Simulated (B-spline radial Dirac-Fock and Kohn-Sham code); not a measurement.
Z = 56 (barium), transition energy 1880 keV. Method: a Dirac-Hartree-Slater potential of the neutral atom with a Latter tail (no hole, which puts coefficients of high multipoles low close above an edge), finite nucleus with surface currents. Computed with a radial finite-basis atomic code. Subshells that would emit electrons below 1 keV are left out, and so is internal pair formation.

**Question.** A pure transition shows α(K) = 0.000447, L1/L2 = 28.8 and L1/L3 = 43.4. What is its multipolarity?
A. M3
B. E2
C. M2
D. E3
E. E1
F. M4
G. M1
H. E4

**Answer.** B. For comparison, α(K), L1/L2, L1/L3 are E1 0.000222, 60.5, 36.4; E3 0.000790, 15.5, 44.5; E4 0.00131, 9.84, 40.5; M1 0.000532, 38.6, 92.2; M2 0.00112, 26.7, 125; M3 0.00193, 19.6, 97.4; M4 0.00310, 15.1, 57.1.
